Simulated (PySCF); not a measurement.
TiO2, SMILES [Ti](=[O])=[O], multiplicity 1.

Geometry optimised at TPSSh-D3(BJ)/def2-TZVP. The spin state was assumed, not searched. The isomer is the one that the SMILES or the coordinates give; other isomers of the formula were not compared.

Computed with PBE/def2-TZVPD (PySCF).

Symmetry labels are those of the subgroup C2v that the program uses (full group C2v).

Task: List the valence orbital energies around the gap with their symmetry. (Estimate from the structure and the level; the computed values follow.)

Result: 
```tsv
orbital	symmetry	energy (eV)
HOMO−7	A1	-20.93
HOMO−6	B2	-20.55
HOMO−5	A1	-7.92
HOMO−4	B2	-7.68
HOMO−3	A2	-7.52
HOMO−2	B1	-7.14
HOMO−1	A1	-6.82
HOMO	B2	-5.81
LUMO	A1	-3.56
LUMO+1	B1	-2.96
LUMO+2	A1	-2.81
LUMO+3	A2	-1.18
```
